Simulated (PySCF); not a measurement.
**Telling isomers of C8H6ClN apart by NMR**

Level of theory: GFN2-xTB structure, σ from GIAO-PBE0/pcSseg-1, in PySCF 2.14.0 with density-fitted response routines (non-relativistic, no solvent, fast rotation and ring inversion assumed for equivalent nuclei, one computed conformer).

δ = σ(ref) − σ, references computed at the same level: ¹H (σ = 31.72 ppm), ¹³C (σ = 186.93 ppm) vs TMS. Where no couplings were computed, multiplicities follow the n + 1 count of equivalent neighbours, and m marks all less simple cases (inequivalent or close neighbours, rings, F or P nearby). Shifts are as computed. Against solution values, carbons near 30 ppm lie about +3 ppm off and those near 130 ppm about +5 ppm; carbons on Cl a further +6 ppm. Of 1211 compounds with measured shifts, 218 miss one by over three times the rms of a fit or turn the order of signals round; such compounds aren't used in these exercises. Carbons bonded to Cl come out too deshielded.

(1) Tabulate the signals of `Clc1ccc2cccn2c1`, `C#CCc1ccncc1Cl` and their relative energies.

(2) What is the quickest way to tell Clc1ccc2cccn2c1 from C#CCc1ccncc1Cl?

Results:

(1) 
```json
{"SMILES": "Clc1ccc2cccn2c1", "carbon types": "2×C 6×CH", "δC": "136.0, 131.5, 126.7, 125.7, 123.2, 122.0, 114.3, 106.5", "δH": "8.07 (s, 1H), 7.61 (d, 1H), 7.33 (m, 1H), 7.15 (m, 1H), 6.84 (d, 1H), 6.81 (m, 1H)", "E rel. (kcal/mol)": "0.0"}
{"SMILES": "C#CCc1ccncc1Cl", "carbon types": "3×C 4×CH 1×CH2", "δC": "156.0, 153.8, 150.6, 143.4, 129.3, 84.3, 78.3, 27.0", "δH": "8.93 (s, 1H), 8.76 (d, 1H), 7.28 (d, 1H), 3.63 (d, 2H), 1.52 (t, 1H)", "E rel. (kcal/mol)": "43.6"}
```

Energies are electronic energies at PBE0/pcSseg-1 on these geometries, without zero-point or thermal terms, each for the one conformer computed, which needn't be the lowest.

(2) Both give the same number of carbon signals, but DEPT or the intensities differ. The first has an aromatic CH at 106.5 ppm, the second an sp3 CH2 on an aromatic ring at 27.0 ppm. Their most deshielded carbons lie at 136.0 and 156.0 ppm. In the proton spectra the most deshielded non-exchanging signals are 8.07 (s, 1H) and 8.93 (s, 1H).
